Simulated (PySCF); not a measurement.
C2H10GeOSi, SMILES [SiH3]OC[CH2][GeH3], singlet at its GFN2-xTB optimised geometry (Å):

```
15

Si     2.2121     0.4390    -1.4012
O      0.7341     0.2244    -0.7585
C      0.3104    -0.8796     0.0000
C     -1.2061    -0.8796     0.0000
Ge    -1.7763     1.0156     0.0000
H      3.2313     0.5137    -0.3482
H      2.5336    -0.6939    -2.2765
H      1.9921     1.6917    -2.1022
H      0.6891    -0.7655     1.0231
H      0.7261    -1.8072    -0.4115
H     -1.5827    -1.3651    -0.9006
H     -1.5922    -1.4301     0.8565
H     -3.2313     1.0960     0.3725
H     -1.0222     1.8072     1.0156
H     -1.6351     1.6614    -1.3338
```

Calculation: PySCF 2.14.0 with PBE/def2-TZVP.

Map of the HOMO amplitude (bohr^(-3/2)) on the plane z = 1.2 Å; orbital energy -6.67 eV, overall sign arbitrary:

```
|@@@@@@@@@@@@@@@@@@@@@@@@@@@@@|
|@@@@@@@@@@@@@@@@@@@@@@@@@@@@@|
|@@@@@@@@@@@@@@@@@@@@@@@@@@@@@|
|@@@@@@@@@@@@@@@@@@@@@@@@@@@@@|
|@@@@@@@@@@@@@@@@@@@@@@@@@@@@@|
|@@@@@@@@@%%%%@@@@@@@@@@@@@@@@|
|@@@@@@@%%%%%%%%@@@@@@@@@@@@@@|
|@@@@@@%%%%%%%%%@@@@@@@@@@@@@@|
|@@@@@@%%%%###%%%@@@@@@@@@@@@@|
|@@@@@@%%%#*+*#%%@@@@@@@@@@@@@|
|@@@@@%%%%#*+*#%@@@@@@%%%%@@@@|
|@@@@@@%%%%###%%@@@@@%%%%%%@@@|
|@@@@@@@@%%%%%%%@@@@@%%%%%%@@@|
|@@@@@@@@@@@@@%%%%%%%%%%%%%@@@|
|@@@@@@@@@@@@@%#**#%%%%%%%%@@@|
|@@@@@@@@@@@@@%*=-+#%%%%%%@@@@|
|@@@@@@@@@@@@@#+. =#%%%%%@@@@@|
|@@@@@@@@@@@@%#*=-+#%%%%@@@@@@|
|@@@@@@@@@@@@%%#**#%%%@@@@@@@@|
|@@@@@@@@@@%%%%%%%%%%@@@@@@@@@|
|@@@@@@@@@@@@@@%%%%@@@@@@@@@@@|
|@@@@@@@@@@@@@@@@@@@@@@@@@@@@@|
|@@@@@@@@@@@@@@@@@@@@@@@@@@@@@|
|@@@@@@@@@@@@@@@@@@@@@@@@@@@@@|
|@@@@@@@@@@@@@@@@@@@@@@@@@@@@@|
|@@@@@@@@@@@@@@@@@@@@@@@@@@@@@|
|@@@@@@@@@@@@@@@@@@@@@@@@@@@@@|
|@@@@@@@@@@@@@@@@@@@@@@@@@@@@@|
|@@@@@@@@@@@@@@@@@@@@@@@@@@@@@|
```
Scale: ten equal steps from -0.146 (start of ' ') to 0.012 (end of '@'), in the order ' .:-=+*#%@'; x runs from -5.50 to 5.50, y from -5.50 (bottom) to 5.50 (top).
